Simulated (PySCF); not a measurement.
C10H6N2.
SMILES with atom numbers: `[N:1]#[C:2]/[CH:3]=[CH:4]\[c:5]1[cH:6][cH:7][cH:8][c:9]([C:10]#[N:11])[cH:12]1`

Geometry (GFN2-xTB, Å), atoms numbered from 1 in this order:
```xyz
18
C10H6N2 angstrom
N      3.554    2.060   -0.197
C      3.212    0.974   -0.042
C      2.892   -0.378    0.164
C      1.672   -0.936    0.210
C      0.372   -0.309    0.052
C      0.194    1.040   -0.272
C     -1.075    1.573   -0.412
C     -2.196    0.782   -0.237
C     -2.034   -0.566    0.084
C     -3.170   -1.393    0.261
N     -4.088   -2.064    0.402
C     -0.760   -1.106    0.226
H      3.768   -1.001    0.304
H      1.631   -2.003    0.395
H      1.052    1.675   -0.418
H     -1.190    2.617   -0.661
H     -3.189    1.192   -0.347
H     -0.655   -2.153    0.475
```

NICS = −σ at a ghost point: NICS(0) at the centroid of the ring atoms, NICS(1) 1 Å to either side along the normal of their mean plane, zz for the tensor component along that normal. Level: GIAO PBE0/pcSseg-1 (PySCF, non-relativistic, gas phase) on the GFN2-xTB geometry, one conformer.

Ring bond lengths (Å), with Mayer bond orders in brackets: C5–C6 1.399 (1.35), C6–C7 1.383 (1.48), C7–C8 1.383 (1.43), C8–C9 1.396 (1.36), C9–C12 1.391 (1.37), C12–C5 1.396 (1.35).

What do the NICS probes read (ppm)?

```
              ring                                              type  NICS(0)  NICS(1), two faces  NICS(1)zz, two faces  rms pucker (Å)  centre to ring atoms, mean (Å)
C5–C6–C7–C8–C9–C12  6-membered carbocycle; formal bonds all aromatic     -8.3       -10.9 / -10.8         -26.2 / -25.9            0.00                            1.39
```

What do they say, and how far can they be read as aromaticity?

- C5–C6–C7–C8–C9–C12: mean NICS(1)zz -26.1 ppm, shielded, aromatic by this magnetic criterion (flat ring, no four-coordinate atom).

How equal are the bonds by HOMA? HOMA = 1 − mean of α(R − Ropt)² over the ring bonds, with Krygowski's 1993 parameters (CC: Ropt 1.388 Å, α 257.7 Å⁻²).

- C5–C6–C7–C8–C9–C12: HOMA 0.99 = 1 − EN − GEO, with mean bond length 1.391 Å, EN = α(Ropt − mean)² = 0.003 and GEO = α × variance = 0.010. The geometric and the magnetic index point the same way.

What is the mean of the two in-plane components of NICS at the first NICS(1) probe listed for ring C5–C6–C7–C8–C9–C12, 1 Å off the ring?

The isotropic value is a third of the trace: (3 × -10.9 − (-26.2))/2 = -3.3 ppm.

What are the shieldings of the ring atoms and their hydrogens in the same run (means over atoms taken as equivalent)?

```
atoms                  environment  σ isotropic (ppm)  principal values of the symmetric part, first atom (ppm)
   C5  substituted aromatic carbon               47.0                                        -45.2, 10.8, 175.5
   C6           aromatic CH carbon               50.3                                        -51.4, 18.6, 183.8
   C7           aromatic CH carbon               51.3                                        -58.4, 32.2, 180.2
   C8           aromatic CH carbon               44.3                                        -62.9, 22.0, 173.8
   C9  substituted aromatic carbon               68.5                                        -35.7, 70.3, 170.9
  C12           aromatic CH carbon               43.4                                        -54.2, 27.2, 157.3
  H15            aromatic hydrogen              21.94                                          16.1, 21.4, 28.4
  H16            aromatic hydrogen              23.77                                          20.2, 24.2, 26.9
  H17            aromatic hydrogen              23.68                                          20.4, 23.1, 27.5
  H18            aromatic hydrogen              23.95                                          20.3, 22.6, 28.9
```

On an Intel Xeon at 2.50 GHz with one thread, no GPU, on a shared host, this took 3.2 min and 1.1 GiB of memory at its peak. This is the whole shielding run at PBE0/pcSseg-1, SCF included.
